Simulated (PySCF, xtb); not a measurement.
Si(F)(OH)2(SeH) (FH3O2SeSi), SMILES [SeH][Si](O)(F)O.

GFN2-xTB (xtb) at its own geometry gives an orbital gap of 4.75 eV and a dipole moment of 2.56 D.

Geometry optimised at B3LYP-D3(BJ)/def2-SVP. The structure was generated by enumeration, and PubChem lists no compound with its InChIKey, so it may never have been made. One conformer was computed; it need not be the lowest.

What does M06-2X/def2-TZVP in PySCF give? (The exact figures need the calculation; the answer reports its results.)

gap 9.26 eV (levels -8.59 and 0.67 eV), dipole 1.67 D.
